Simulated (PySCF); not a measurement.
**Telling isomers of C$_{4}$H$_{2}$F$_{2}$O$_{2}$ apart by NMR**

PySCF calculation with GFN2-xTB structure, J couplings at B3LYP/pcJ-1 (spin–dipole term left out of most H,H and C,H couplings) and shieldings: GIAO PBE0/pcSseg-1; a single conformation, no solvent, fast rotation and ring inversion assumed for equivalent nuclei, relativity neglected.

Referencing at the same level of theory: $^{1}$H (31.72 ppm), $^{13}$C (186.93 ppm) vs TMS. Multiplet labels drop J under 1 Hz and among equivalent protons, and merge close values. Unscaled 3J(H,H) run several per cent high. Splittings of carbon signals by F and P are missing where no couplings were computed. Where no couplings were computed, multiplicities follow the n + 1 count of equivalent neighbours, and m marks all less simple cases (inequivalent or close neighbours, rings, F or P nearby). One-bond C–F couplings are unscaled and too large by tens of Hz. Shifts are as computed. Against solution values, carbons near 30 ppm lie about +3 ppm off and those near 130 ppm about +5 ppm. Of 1211 compounds with measured shifts, 218 miss one by over three times the rms of a fit or turn the order of signals round; such compounds aren't used in these exercises.

(1) Tabulate the signals of `FC1=COC=C(F)O1`, `FC1=C(F)OC=CO1` and their relative energies.

(2) What is the quickest way to tell FC1=COC=C(F)O1 from FC1=C(F)OC=CO1?

Results:

(1) 
| SMILES | carbon types | δC | δH | E rel. (kcal/mol) |
| --- | --- | --- | --- | --- |
| FC1=COC=C(F)O1 | 2×C 2×CH | 165.1, 114.8 | 5.89 (m, 2H) | 0.0 |
| FC1=C(F)OC=CO1 | 2×C 2×CH | 150.8, 134.2 | 5.67 (m, 2H) | 2.9 |

Energies are electronic energies at PBE0/pcSseg-1 on these geometries, without zero-point or thermal terms, each for the one conformer computed, which needn't be the lowest.

(2) Both give the same number of carbon signals, with the same numbers of each carbon type, so the positions decide. The first has an alkene carbon bearing oxygen (CH) at 114.8 ppm, the second an alkene carbon bearing oxygen (CH) at 134.2 ppm. Their most deshielded carbons lie at 165.1 and 150.8 ppm.
